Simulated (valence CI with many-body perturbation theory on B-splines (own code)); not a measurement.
**W³⁺: E2, M1 decay**

Level of theory: valence CI with perturbative core correlation (CI+MBPT): three valence electrons over a frozen Dirac-Fock core [Xe] 4f14, a basis of 9 s, 9 p, 10 d, 8 f, 5 g, 3 h, 1 i functions for each j, with the one-electron correlation potential Σ1 (screened to all orders), the two-electron term Σ2, the three-electron term Σ3, Breit, model QED; selected single and double excitations, second order for the rest, scaled by the run's own slope (own B-spline code, finite nucleus).

Set against measurement, 58 paired levels are off by 1248 cm⁻¹ on average, the worst by 2882. These come from a selection out of J. Phys. B 45, 035001 (2012). Levels without a partner in it may be off by more, other configurations by 1,000 to 8,000 cm⁻¹. 6 measured levels below the end of the list, from 46088 cm⁻¹ on, found no clear computed partner, and computed levels of the same name lie up to 1334 cm⁻¹ from them.

Lines 1 to 50 of 119 in falling wavelength, among levels below 14.426 eV, chosen from the decays that carry over 1 % of a level's rate. Wavelengths and rates use the calculated energies, so an error of 1000 cm⁻¹ moves a line at 22740 Å by 23 % and its rate by three times that or more. Electric multipoles are in the length gauge, E1 and E2 with the static RPA response of the core. S is in atomic units (e²a₀⁴ for E2 and M2, e²a₀⁶ for E3), for M1 in squared Bohr magnetons. Weak lines are less certain than strong ones. Lines between different terms over intervals too small for the method are left out, as are lines whose strength nearly cancels and 1 of this kind that miss the measured wavelength by over 7 %.

Names give the largest LS component (configuration and term), which can be under half, so a name can repeat, a term be missing and a line seem to break the LS rules; names also repeat where a configuration has a term twice. Letters in brackets count levels of one name in rising energy.

```csv
λ vac (Å),λ from measured levels,Upper,Lower,Type,A (s⁻¹),S (a.u.)
65480,64420,5d3 4P_1/2,5d3 4P_3/2 [a],M1,9.21e-02,1.92e+00
41960,41640,5d2 6s 4F_5/2,5d2 6s 4F_3/2,M1,5.25e-01,8.62e+00
38770,39810,5d3 4F_9/2,5d3 4F_7/2,M1,3.81e-01,8.24e+00
31120,31180,5d3 4F_7/2,5d3 4F_5/2,M1,1.28e+00,1.14e+01
28910,28270,5d3 4F_5/2,5d3 4F_3/2,M1,1.63e+00,8.75e+00
25550,25410,5d2 6s 4F_7/2,5d2 6s 4F_5/2,M1,2.36e+00,1.17e+01
23750,23840,5d2 6s 4F_9/2,5d2 6s 4F_7/2,M1,1.91e+00,9.47e+00
22740,23540,5d3 2D_5/2 [a],5d3 4P_3/2 [b],M1,7.40e-01,1.94e+00
18610,19340,5d3 2F_5/2,5d3 2D_5/2 [a],M1,7.27e-02,1.04e-01
17270,17930,5d3 2D_5/2 [a],5d3 4P_5/2,M1,5.65e-01,6.47e-01
16530,16620,5d3 2H_11/2,5d3 2H_9/2,M1,1.50e+00,3.01e+00
15100,15170,5d3 2P_1/2,5d3 4P_1/2,M1,5.61e+00,1.43e+00
14840,14820,5d3 4P_3/2 [b],5d3 4P_1/2,M1,1.26e+00,6.12e-01
14800,15040,5d3 2P_3/2,5d3 4P_3/2 [b],M1,3.21e+00,1.54e+00
14560,14350,5d3 4P_5/2,5d3 4P_3/2 [a],M1,2.78e+00,1.91e+00
14550,14700,5d3 2P_3/2,5d3 2P_1/2,M1,2.27e+00,1.04e+00
14180,14390,5d3 2H_9/2,5d3 4F_9/2,M1,3.22e+00,3.40e+00
12620,12670,5d3 2G_9/2,5d3 2H_9/2,M1,4.83e+00,3.60e+00
12270,12280,5d3 2P_1/2,5d3 4P_3/2 [a],M1,2.26e-01,3.09e-02
12270,12530,5d3 2P_3/2,5d3 4P_5/2,M1,2.85e+00,7.80e-01
12100,12050,5d3 4P_3/2 [b],5d3 4P_3/2 [a],M1,6.80e+00,1.79e+00
11400,11320,5d3 2G_9/2,5d3 2G_7/2,M1,5.13e+00,2.82e+00
11380,11740,5d3 2G_7/2,5d3 4F_7/2,M1,2.38e+00,1.04e+00
10380,10570,5d3 2H_9/2,5d3 4F_7/2,M1,2.85e+00,1.18e+00
9328,9784,5d3 4P_3/2 [a],5d3 4F_3/2,M1,2.92e+00,3.52e-01
9159,9574,5d3 4P_5/2,5d3 4F_7/2,M1,4.34e-01,7.42e-02
8955,9304,5d3 2F_5/2,5d3 4P_5/2,M1,7.40e-01,1.18e-01
8634,8911,5d3 2F_7/2,5d3 4P_5/2,M1,8.04e-02,1.54e-02
8332,8530,5d3 2G_7/2,5d3 4F_5/2,M1,5.64e+00,9.68e-01
8165,8494,5d3 4P_1/2,5d3 4F_3/2,M1,5.63e-01,2.27e-02
8165,8494,5d3 4P_1/2,5d3 4F_3/2,E2,8.14e-02,5.28e+00
7897,7971,5d3 2D_5/2 [a],5d3 4P_3/2 [a],M1,6.76e-01,7.40e-02
7632,7712,5d3 2H_11/2,5d3 4F_9/2,M1,1.18e+00,2.33e-01
7521,7888,5d3 2F_5/2,5d3 2G_7/2,M1,1.05e+00,9.96e-02
7521,7888,5d3 2F_5/2,5d3 2G_7/2,E2,2.04e-01,2.62e+01
7298,,5d2 6s 2F_5/2,5d2 6s 4F_3/2,M1,4.80e+00,4.15e-01
7293,7604,5d3 2F_7/2,5d3 2G_7/2,M1,1.88e+00,2.17e-01
7076,7325,5d3 4P_5/2,5d3 4F_5/2,M1,3.74e-01,2.95e-02
6676,6739,5d3 2G_9/2,5d3 4F_9/2,M1,9.23e-01,1.02e-01
6658,6690,5d3 2P_3/2,5d3 4P_3/2 [a],M1,1.21e+00,5.31e-02
6490,6744,5d3 2P_1/2,5d3 4F_5/2,E2,1.01e-01,2.08e+00
6467,6723,5d3 2D_5/2 [b],5d3 2F_7/2,M1,2.92e+00,1.76e-01
6441,6675,5d3 4P_3/2 [b],5d3 4F_5/2,M1,5.89e+00,2.34e-01
6298,6515,5d3 2D_5/2 [b],5d3 2F_5/2,M1,6.62e+00,3.68e-01
6117,6328,5d3 2D_3/2,5d3 2F_5/2,M1,5.27e+00,1.79e-01
6117,6328,5d3 2D_3/2,5d3 2F_5/2,E2,4.16e-01,1.27e+01
5984,6242,5d3 2D_5/2 [a],5d3 4F_7/2,M1,6.94e+00,3.31e-01
5850,6149,5d2 6s 4F_7/2,5d3 2D_5/2 [a],M1,6.02e-01,3.58e-02
5695,5763,5d3 2G_9/2,5d3 4F_7/2,M1,1.60e+00,1.10e-01
5544,5644,5d3 2F_5/2,5d3 4P_3/2 [a],M1,8.84e-01,3.35e-02
```
